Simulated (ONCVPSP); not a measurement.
**u(r) = r·R(r): atom against pseudo-atom (Li (Z = 3))**

Columns: radius, all-electron u(r) and pseudo u(r) of the 1s shell (level -51.37 eV) of lithium in the configuration 1s2 2s1; PBEsol, non-relativistic, ONCV scheme, ONCVPSP 4.0.1.

```csv
r (bohr),all-electron,pseudo
0.065,0.4937,0.2938
0.130,0.8154,0.5682
0.195,1.0129,0.8061
0.260,1.1220,0.9949
0.325,1.1688,1.1274
0.390,1.1725,1.2028
0.455,1.1468,1.2255
0.520,1.1016,1.2040
0.585,1.0440,1.1491
0.650,0.9792,1.0725
0.715,0.9109,0.9846
0.780,0.8418,0.8941
0.845,0.7737,0.8069
0.910,0.7079,0.7263
0.975,0.6453,0.6539
1.040,0.5864,0.5894
1.105,0.5314,0.5320
1.170,0.4804,0.4804
1.235,0.4334,0.4334
1.300,0.3903,0.3903
1.365,0.3509,0.3510
1.430,0.3151,0.3151
1.495,0.2825,0.2825
1.560,0.2529,0.2529
1.625,0.2262,0.2262
1.690,0.2022,0.2022
```

Task: How many radial nodes do the two functions have?

Result: The all-electron 1s function has n − l − 1 = 0; the pseudo-wave has 0.

Task: At about which radius was the pseudo-wave matched?

Result: 1.20 bohr, where the columns begin to agree (steps of 0.07 bohr).

Task: Is the pseudo-wave norm-conserving?

Result: Yes: the ONCV scheme keeps the norm inside the radius equal to the all-electron one, which fixes the energy derivative of the logarithmic derivative at the level.
